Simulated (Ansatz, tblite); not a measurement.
Cost and result up the ladder for [Ni(SH)4]2- (NiH4S4²⁻) (9 atoms). Charge -2, multiplicity 3. Geometry: PBE0-D4/def2-SVPD.

```xyz
9

Ni    0.028    0.116    0.036
S    -1.647   -0.292   -1.581
H    -2.635   -0.535   -0.689
S     1.153   -1.736    0.979
H     2.039   -1.880   -0.034
S     1.691    1.094   -1.390
H     2.710    0.877   -0.527
S    -1.228    0.810    1.958
H    -2.112    1.547    1.247
```

Ansatz on 4 threads of Intel Xeon Platinum 8488C on a shared host; xTB runs through tblite on one thread. Times are rough, summed over both states, and most runs start from the orbitals of an earlier one. ωB97M-V/def2-TZVPD serves as the yardstick here, not as an exact answer. The other state is a singlet at its own geometry.

The xTB rows come from tblite. HSE06 is defined as in plane-wave codes, on full-range PBE exchange. A multiply charged anion in the gas phase is held together partly by the finite basis.

Run but left out: HF/def2-TZVPD, PBE0-D4/def2-TZVPD, B2PLYP/def2-TZVPD, PBE-QIDH/def2-TZVPD, MP2/def2-TZVPD (singlet: restricted singlet, unstable towards broken spin symmetry).

xTB has no spin-polarisation term.

```json
{"level": "GFN1-xTB", "functions": "53", "wall time": "0.021 s"}
{"level": "GFN2-xTB", "functions": "49", "wall time": "0.023 s"}
{"level": "PBE-D4/def2-TZVPD (with forces)", "functions": "268", "wall time": "12 s"}
{"level": "r2SCAN-D4/def2-TZVPD", "functions": "268", "wall time": "37 s"}
{"level": "HSE06-D4/def2-TZVPD", "functions": "268", "wall time": "49 s"}
{"level": "r2SCANh-D4/def2-TZVPD", "functions": "268", "wall time": "53 s"}
{"level": "ωB97M-V/def2-TZVPD", "functions": "268", "wall time": "96 s"}
```

(1) Estimate what each level gives for the singlet − triplet (eV).

Answers

(1) 
```
                          level  singlet − triplet (eV)  difference from ωB97M-V/def2-TZVPD (eV)                                               remarks
                       GFN1-xTB                   -0.77                                    -1.13                                                     –
                       GFN2-xTB                   -0.32                                    -0.68                                                     –
PBE-D4/def2-TZVPD (with forces)                   -0.37                                    -0.73  HOMO above zero (singlet), HOMO above zero (triplet)
           r2SCAN-D4/def2-TZVPD                    0.12                                    -0.23  HOMO above zero (singlet), HOMO above zero (triplet)
            HSE06-D4/def2-TZVPD                    0.36                                     0.00  HOMO above zero (singlet), HOMO above zero (triplet)
          r2SCANh-D4/def2-TZVPD                    0.40                                     0.04  HOMO above zero (singlet), HOMO above zero (triplet)
             ωB97M-V/def2-TZVPD                    0.36                                     0.00                                                     –
```
